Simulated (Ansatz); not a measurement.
Geometry optimisation, RKS r2SCAN/6-31G* (Ansatz 0.2.0).

input.yaml

```yaml
crystal:
  periodic: [false, false, false]
  atoms:
    - { symbol: O, position_ang: [-1.45003, 1.16188, -0.46143] }
    - { symbol: Si, position_ang: [-0.01128, 0.71587, 0.12334] }
    - { symbol: C, position_ang: [0.51222, -1.0285, 0.40032] }
    - { symbol: O, position_ang: [0.95057, -0.25409, -0.78735] }
    - { symbol: H, position_ang: [-1.82293, 0.74937, -1.23883] }
    - { symbol: H, position_ang: [0.55516, 1.82686, 0.83157] }
    - { symbol: H, position_ang: [-0.08902, -1.87985, 0.10992] }
    - { symbol: H, position_ang: [1.35531, -1.29154, 1.02247] }
basis:
  gaussian: { orbitals: "6-31G*" }
hamiltonian:
  xc: r2scan
relax:
  f_tol: 0.02
  max_steps: 40
scf:
  lower_state_search: "off"
output:
  orbitals: {}
```

Launched with:

```bash
$ ansatz run input.yaml --threads 1 --pin off --max-ram 2048MiB --backend cpu --events-out ev --progress --plain --runs-dir out
```

Where does it end, and by what steps?

The run converged. After 8 steps the energy has fallen by 0.105 eV; H5 moved furthest, 0.22 Å.

| step | energy less start (eV) | largest force component (eV/Å) | accepted |
| --- | --- | --- | --- |
| 0 | 0.0000 | 1.429 | yes |
| 1 | -0.0639 | 0.628 | yes |
| 2 | -0.0929 | 0.272 | yes |
| 3 | -0.0953 | 0.302 | yes |
| 4 | -0.1036 | 0.062 | yes |
| 5 | -0.1031 | 0.222 | no |
| 6 | -0.1048 | 0.024 | yes |
| 7 | -0.1049 | 0.026 | yes |
| 8 | -0.1051 | 0.010 | yes |

```xyz
8
Properties=species:S:1:pos:R:3
O -1.408 1.232 -0.535
Si 0.020 0.716 0.101
C 0.494 -1.012 0.375
O 1.051 -0.226 -0.801
H -1.879 0.597 -1.093
H 0.561 1.863 0.849
H -0.122 -1.850 0.038
H 1.283 -1.321 1.065
```

Run time: 24 s on 1 thread of Arm Neoverse V1 (shared host), peak memory 0.13 GiB.
